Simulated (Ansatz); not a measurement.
HBF, doublet, at a GFN2-xTB geometry. Base run: CAM-B3LYP/def2-TZVP (Ansatz, a program for electronic structure).

Here is a job for Ansatz.
Ansatz 0.2 input:
```yaml
crystal:
  periodic: [false, false, false]
  atoms:
    - {symbol: B, position_ang: [-0.62114934, 0.42261065, 0.01060937]}
    - {symbol: F, position_ang: [0.52302898, -0.21010080, -0.00107771]}
    - {symbol: H, position_ang: [-1.60151411, -0.22214599, -0.04334740]}
basis:
  gaussian:
    orbitals: def2-TZVP
hamiltonian:
  xc: cam_b3lyp
magnetization: {spin_polarized: true, initial_magnetization: 1}
```

Each row names what was changed in the base input (with any setting that the change needs).

| change | ΔE vs base (kcal/mol) |
|---|---|
| base | 0.000 |
| fitting.mean_field = def2-universal-JKFIT | -0.016 |
| point_charge = charge:-1.0 position_ang:3.2636, 0.9531, 1.1289 | 1.30 |
| fitting.mean_field = cc-pVTZ-JKFIT | -0.005 |
| point_charge = charge:0.5 position_ang:-2.0072, 1.3331, 3.5975 | 0.477 |
| lower_state_search = light | 0.000 |
| nuclear_model = gaussian | 0.015 |
| accuracy = high | -0.002 |
| final_grid = 10, 20, 41 | 0.000 |
| final_grid = 6, 12, 29 | 0.001 |
| final_grid = 14, 28, 59 | 0.000 |
